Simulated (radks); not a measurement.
Sr I, configuration [Kr] 5s1 6d1 (not the ground configuration). All-electron calculation, Dirac Kohn-Sham, PBEsol, spin-unpolarised, spherical densities, finite nucleus; open shells fill j = l - 1/2 first; Fermi nuclear charge, rms radius 4.224 fm. Program: a radial shooting solver on a logarithmic mesh with Libxc functionals. Some entries of the table are withheld. Estimate them.

orbital,occ.,eigenvalue (hartree),<r> (bohr)
1s1/2,2,-585.2083,0.03918
2s1/2,2,-79.38430,0.1723
2p1/2,2,-72.27613,(1)
2p3/2,4,-69.76490,(2)
3s1/2,2,-12.41714,0.4923
3p1/2,2,(3),0.4916
3p3/2,4,(4),0.5021
3d3/2,4,(5),0.4963
3d5/2,6,(6),0.5000
4s1/2,2,-1.67442,1.356
4p1/2,2,-1.03879,1.539
4p3/2,4,-0.99567,1.572
5s1/2,1,(7),3.937
6d3/2,1,-0.01912,21.43
6d5/2,0,-0.01903,21.40

Answer. 
(1) 2p1/2 <r> (bohr): 0.1475
(2) 2p3/2 <r> (bohr): 0.1517
(3) 3p1/2 eigenvalue (hartree): -9.83645
(4) 3p3/2 eigenvalue (hartree): -9.45115
(5) 3d3/2 eigenvalue (hartree): -4.91723
(6) 3d5/2 eigenvalue (hartree): -4.84996
(7) 5s1/2 eigenvalue (hartree): -0.24964
